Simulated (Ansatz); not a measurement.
ScBr3⁺, relaxed as a doublet with UKS PBE0-D4/def2-SVP in Ansatz, starting from the PBE0-D4/def2-SVP geometry of the neutral singlet. Force threshold 0.02 eV/Å.

In the charge 1 doublet, Br2 and Br4 lie 2.99 Å apart (atoms count from 1), so these atoms are partly bonded to each other. The relaxation made no stability test and no search for a lower SCF solution. No other spin state of charge 1 was run.

Start:

Cartesian coordinates in Å:
```
Sc 0.0002 0.0012 -0.0010
Br -2.3907 -0.1889 -0.2692
Br 0.9102 1.3135 1.8086
Br 1.4804 -1.1257 -1.5384
```

Q: Estimate the energy that the relaxation releases and the steps that it takes.

A: 37.6 kJ/mol, in 17 steps; 1.9 min on 4 threads of AMD EPYC 7R43 on a shared host. The force fell under the threshold at step 3, but the optimiser went on and released 0.385 eV more. No frequencies were taken in this run, so the end may be a saddle point.

Q: Does the start keep its bonding and symmetry?

A: By distances, no bond broke or formed. The bond that changes most is Sc1–Br3, from 2.41 to 2.33 Å (atoms count from 1). Point group D3h at the start, Cs at the end, both within 0.05 Å.

Q: Predict the relaxed structure.

A: 
```tsv
atom	x (Å)	y (Å)	z (Å)
Sc1	0.1141	0.7993	-0.2465
Br2	-1.8973	-0.6569	-0.3883
Br3	0.9033	1.1859	1.9146
Br4	0.8799	-1.3282	-1.2798
```
Bond lengths: 3 × Br–Sc 2.33 to 2.49 Å.
